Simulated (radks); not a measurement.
The numbers below are computed, except where a source is named.
Spin polarisation of the 4d1 shell in Zr3+. Start: [Kr] 4d(up 0.5, down 0.5); electrons of 4d are moved from spin down to spin up, other shells keep equal spins. Level of theory: scalar-relativistic Kohn-Sham, SCAN, spin-polarised, spherical densities, finite nucleus; meta-GGA in the generalised Kohn-Sham scheme; Fermi nuclear charge, rms radius of each element as measured or else 0.836 A^(1/3) + 0.57 fm (a radial shooting solver on a logarithmic mesh with Libxc functionals).

moment (Bohr magnetons),E - E(0) (eV),e(4d up) (eV),e(4d down) (eV),4p down minus up (eV),4s down minus up (eV),3d down minus up (eV)
0,0.000,-27.638,-27.638,0.000,0.000,0.000
0.25,-0.020,-27.803,-27.458,0.241,0.203,0.030
0.5,-0.092,-27.957,-27.258,0.484,0.407,0.061
0.75,-0.202,-28.102,-27.024,0.730,0.613,0.091

At moment 0.75 the spin-polarisation energy is -0.202 eV and the 4d exchange splitting 1.078 eV, that is 1.437 eV per Bohr magneton; E = -I m^2/4 would give I = 1.437 eV.
